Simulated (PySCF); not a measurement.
Geometries of 3 isomers of CH7NOSi, from PBE0-D3(BJ)/def2-SVP geometry optimisation, gas phase in PySCF. One conformer each, no zero-point energy, no frequencies.

Question: Which isomer lies lowest at this level?
A.
```xyz
11
angstrom
C     -1.711   -0.056    0.150
O     -0.363    0.253    0.342
Si     0.902   -0.638   -0.285
N      2.422    0.091    0.017
H     -1.970   -0.162   -0.922
H     -2.001   -0.994    0.660
H     -2.329    0.755    0.564
H      0.913   -1.991    0.351
H      0.703   -0.746   -1.763
H      2.819    0.050    0.949
H      2.667    0.961   -0.441
```
B.
```xyz
11
angstrom
N     -1.051    0.914   -0.067
C     -0.706   -0.508   -0.110
Si     1.193   -0.589   -0.022
O      1.646    0.780   -0.852
H     -1.018    1.266    0.889
H     -1.998    1.082   -0.401
H     -1.227   -1.145    0.630
H     -0.984   -0.899   -1.104
H      1.736   -1.822   -0.665
H      1.657   -0.565    1.403
H      0.841    1.334   -0.883
```
C.
```xyz
11
angstrom
C     -1.565   -0.457   -0.020
N     -0.561    0.578   -0.042
Si     1.003    0.498    0.669
O      2.239   -0.142   -0.256
H     -1.352   -1.161    0.800
H     -2.573   -0.048    0.168
H     -1.617   -1.051   -0.953
H     -0.741    1.313   -0.717
H      0.827   -0.324    1.907
H      1.463    1.886    0.933
H      2.170   -1.076   -0.474
```

Answer: C. That is `CN[SiH2]O`, 3.8 kcal/mol below the next.

```csv
SMILES,atoms numbered as above,E (Eh),relative (kcal/mol),relative (kJ/mol),dipole (D)
CN[SiH2]O,[CH3:1][NH:2][SiH2:3][OH:4],-461.30740,0.0,0.0,2.16
CO[SiH2]N,[CH3:1][O:2][SiH2:3][NH2:4],-461.30131,3.8,16.0,0.54
NC[SiH2]O,[NH2:1][CH2:2][SiH2:3][OH:4],-461.28439,14.4,60.4,3.47
```

As drawn, the highest has an Si–C bond, which the lowest lacks.
